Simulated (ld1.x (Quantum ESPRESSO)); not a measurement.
Scattering properties, RRKJ potential for N

| Property | Result |
| --- | --- |
| Element | N |
| Generator | ld1.x (Quantum ESPRESSO) 7.5 |
| Type | norm-conserving RRKJ (Kleinman–Bylander form) |
| Functional | BP86 |
| Relativity | scalar-relativistic |
| Frozen core | [He] |
| Valence charge | 5 |
| Reference configuration | 2s2 2p2.75 (charge +0.25) |
| Partial waves | 2p (bound): rc 1.10 bohr; 3d channel at -0.05 Ry: rc 1.05 bohr; 2s (bound): rc 0.75 bohr |
| Local potential | the s channel |
| Core correction | Bessel-smoothed model core inside 0.75 bohr |

The phase is arctan(r·u′/u) with u = r·R(r), unwrapped; energies in Ry, scanned from -4 to 5 Ry. A pole is an energy at which the radial function vanishes at the test radius. The pseudo phase is shifted by a multiple of π to meet the all-electron one at the reference energy, and phase errors are pseudo minus all-electron; the curves can meet again beyond the range given. Levels narrower than the energy grid can be missing from the lists of poles.

```tsv
channel	radius (bohr)	reference energy (Ry)	poles, all-electron	poles, pseudo	unbroken range about the reference energy with phases within 0.05 rad	phase error 1 Ry above the reference energy (rad)
s	1.20	-1.61	4.36	4.21	the whole range	-0.001
p	1.20	-0.75	3.46	3.55	the whole range	+0.001
d	1.20	-0.05	none	none	the whole range	+0.000
```

Phases in the s channel:

```
E (Ry)  all-electron  pseudo
 -4.00         0.791   0.789
 -3.76         0.730   0.728
 -3.52         0.659   0.657
 -3.28         0.575   0.573
 -3.04         0.476   0.475
 -2.80         0.361   0.359
 -2.56         0.228   0.227
 -2.32         0.078   0.077
 -2.08        -0.084  -0.085
 -1.84        -0.251  -0.251
 -1.60        -0.414  -0.414
 -1.36        -0.566  -0.566
 -1.12        -0.701  -0.701
 -0.88        -0.819  -0.819
 -0.64        -0.919  -0.920
 -0.40        -1.005  -1.006
 -0.16        -1.078  -1.079
  0.08        -1.140  -1.142
  0.32        -1.194  -1.195
  0.56        -1.240  -1.242
  0.80        -1.280  -1.282
  1.04        -1.315  -1.318
  1.28        -1.347  -1.350
  1.52        -1.375  -1.378
  1.76        -1.400  -1.403
  2.00        -1.423  -1.426
  2.24        -1.443  -1.447
  2.48        -1.462  -1.466
  2.72        -1.479  -1.484
  2.96        -1.495  -1.500
  3.20        -1.510  -1.516
  3.44        -1.524  -1.530
  3.68        -1.537  -1.544
  3.92        -1.550  -1.556
  4.16        -1.561  -1.568
  4.40        -1.573  -1.580
  4.64        -1.583  -1.591
  4.88        -1.593  -1.602
```
